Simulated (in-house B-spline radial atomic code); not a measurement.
How numerical settings move a run on the zinc ion Zn³⁺, [Ar] 3d9. Computed with an all-electron radial atomic-structure program (B-spline basis): non-relativistic TPSS, spin-polarised, spherical fractional occupations, point nucleus.

Command:
```bash
python run_scf.py task.json out
```
Settings of the sound reference run:
```
Z                30
electrons        27
configuration    [Ar] 3d9
hamiltonian      nr
method           tpss,tpss
spin_polarised   True
knot_spacing     0.22
spline_order     8
gauss_points     12
box_radius       16.22
max_iterations   70
damping          0.5
damped_steps     3
diis_vectors     10
tolerance        1e-08
start            Thomas-Fermi
```

Cost of the run: 0.16 s on 1 thread of Intel(R) Xeon(R) 6975P-C (shared host).

It converges in 8 iterations to -1776.967665 hartree, with 3d down at -50.2861 eV. The other runs change the listed settings, some to values that make no sense; their results aren't properties of the atom or ion. Radii are in bohr (the nuclear one in fm), a minus after a letter asks for a j subshell, and «unchanged» means within 1e-8 hartree. The run stops when the residual is below 10 × tolerance × max(1, Z/10), or a noise floor if that is larger, and the energy moves by less than 1e-8 × √|E| hartree; so very loose and very tight tolerances often act alike.

```tsv
changed settings	outcome
damped_steps = 1	converged in 7 iterations, energy unchanged, 3d down level -8.5e-06 eV
box_radius = 0.97	converged in 7 iterations, energy +5.32e+01 hartree from the reference, 3d down level +2.0e+02 eV (the program warns: 3d down has a positive eigenvalue: unbound, held by the box; 3s up has a positive eigenvalue: unbound, held by the box)
hamiltonian = dirac, spin_polarised = False, nucleus = fermi, rms_radius = 3.9283, mass_number = 64, atomic_mass = 63.92914, speed_of_light = 137.036	stopped with error: meta-GGAs are not served with the Dirac Hamiltonian
diis_vectors = 20	converged in 8 iterations, energy unchanged
max_iterations = 8, damping = 0.95, diis_vectors = 1, tolerance = 1e-13	not converged after 8 iterations, last residual 2.1e-03, last energy +1.14e-04 hartree from the reference
box_radius = 8.11, max_iterations = 75, diis_vectors = 2	converged in 9 iterations, energy unchanged, 3d down level -5.6e-06 eV
knot_spacing = 0.4, spline_order = 6, max_iterations = 50, diis_vectors = 1, tolerance = 0.01	converged in 5 iterations, energy +1.96e-03 hartree from the reference, 3d down level +1.8e-03 eV
electrons = 28, configuration = [Ar] 3d9 2f1, max_iterations = 60	stopped with error: there is no 2f shell
knot_spacing = 0.75, first_knot = 0.1, max_iterations = 50, damping = 0	converged in 9 iterations, energy +1.81e+00 hartree from the reference, 3d down level -2.2e-01 eV (the program warns: 2s up reaches the box edge; 2s down reaches the box edge)
electrons = 30, configuration = [Ar] 3d9 4s3, max_iterations = 60	stopped with error: shell 4s holds at most 1 electrons (per spin)
damped_steps = 8	converged in 10 iterations, energy unchanged, 3d down level -1.5e-05 eV
box_radius = 4.87	converged in 8 iterations, energy +1.02e-04 hartree from the reference, 3d down level +6.1e-03 eV (the program warns: 3d down reaches the box edge; 3d up reaches the box edge)
box_radius = 2.43	converged in 8 iterations, energy +2.32e-01 hartree from the reference, 3d down level +4.1e+00 eV (the program warns: 3d down reaches the box edge; 3s up reaches the box edge)
```

Q: What happens with damped_steps = 30?

A: Converged in 14 iterations, energy unchanged, 3d down level -6.5e-06 eV.

Q: What happens with gauss_points = 6, max_iterations = 60, damping = 0.2, damped_steps = 8?

A: Converged in 12 iterations, energy unchanged, 3d down level -8.8e-06 eV.

Q: What happens with box_radius = 3.24?

A: Converged in 8 iterations, energy +1.88e-02 hartree from the reference, 3d down level +5.6e-01 eV (the program warns: 3d down reaches the box edge; 3s up reaches the box edge).

Q: What happens with box_radius = 1.62?

A: Converged in 7 iterations, energy +3.62e+00 hartree from the reference, 3d down level +3.1e+01 eV (the program warns: 3d down reaches the box edge; 3s up reaches the box edge).
